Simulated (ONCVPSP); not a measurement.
## strontium: one change to an ONCV potential, before and after

Sr (Z = 38), optimised norm-conserving Vanderbilt (ONCV), made with ONCVPSP 4.0.1 (LDA (Perdew-Wang 92), scalar-relativistic). Core [Ar] 3d10, reference 4s2 4p6 4d0.5 5s1.5. Waves: 4s+5s: rc 1.90 bohr, ncon 4, nbas 9, qcut 5.4 1/bohr, 2 projectors; 4p: rc 2.10 bohr, ncon 3, nbas 8, qcut 7.2 1/bohr, 1 projector; 4d: rc 3.85 bohr, ncon 3, nbas 8, qcut 3.9 1/bohr, 2 projectors, debl 2.3 Ha. Local part: polynomial inside 1.30 bohr (lpopt 5, dvloc0 6 Ha). Core correction: polynomial model core, fcfact 0.15.

Change: d: qcut 5.7.

Cutoffs: the cutoffs (Ha) at which the residual kinetic energy of the hardest occupied pseudo-wave falls to 1 and 0.1 mHa per electron; they do not see the model core or the augmentation charge, which bear on the density cutoff. Errors are all-electron minus pseudo energies relative to the spin-unpolarised reference configuration.

Q: What does the change do?

A: The potential gets neither clearly harder nor softer (11 Ha and 16 Ha → 11 Ha and 16 Ha); the s channel sets the loose cutoff, while the largest relative change is in d, which becomes harder; of the 3 tests that both files solve, the error grows in 0 and shrinks in 3 by more than 15 % and 0.3 meV (median size 8.2 → 3.1 meV); neither file shows a bound ghost.

```tsv
quantity	base	changed
cutoff, loose	11 Ha	11 Ha
cutoff, tight	16 Ha	16 Ha
loose cutoff by channel	s 11 Ha, p 7.9 Ha, d 4.8 Ha	s 11 Ha, p 7.9 Ha, d 6.6 Ha
bound ghosts	none	none
GHOST(+) flags under 300 eV	none	none
tests with a reliable result	3 of 4	3 of 4
error for 4s2 4p6 4d0 5s2, meV [ΔE -1.15 eV]	+5.8	+2.3
error for 4s2 4p6 4d0 5s1, meV [ΔE 4.91 eV]	+12	+4.2
error for 4s2 4p6 4d0 5s1.5, meV [ΔE 1.26 eV]	+8.2	+3.1
s: phases at 1.92 bohr within 0.05 rad from the reference energy up to (Ha; the scan ends near 5)	to the end of the scan	to the end of the scan
p: phases at 2.13 bohr within 0.05 rad from the reference energy up to (Ha; the scan ends near 5)	0.9	0.9
d: phases at 3.92 bohr within 0.05 rad from the reference energy up to (Ha; the scan ends near 5)	0.3	0.4
rms error of d²Exc/dni dnj with the model core, mHa	0.56	0.28
```
